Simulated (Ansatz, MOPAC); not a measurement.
Molecule: ZnS (charge 0, singlet). SMILES: [S]=[Zn]

Atoms: Zn1, S2. Bonds: Zn1-S2.

Bond lengths (Å) and angles (degrees) optimised at AM1 with MOPAC; MNDO with MOPAC; B3LYP/LANL2DZ with Ansatz (a program for electronic structure); B3LYP/6-31G* with LANL2DZ past Ar with Ansatz, each started from the B3LYP-D3(BJ)/def2-TZVP structure (Ansatz) of the last column. A row stands for all coordinates that are equal there. 6-31G* holds six Cartesian d functions.

```json
[
 {"coordinate": "Zn1-S2", "AM1": "1.903", "MNDO": "1.844", "B3LYP/LANL2DZ": "2.174", "B3LYP/6-31G* with LANL2DZ past Ar": "2.130", "B3LYP-D3(BJ)/def2-TZVP": "2.078"}
]
```

Mean signed difference of all 1 bond lengths from B3LYP-D3(BJ)/def2-TZVP: AM1 -0.176 Å, MNDO -0.234 Å, B3LYP/LANL2DZ 0.096 Å, B3LYP/6-31G* with LANL2DZ past Ar 0.052 Å.
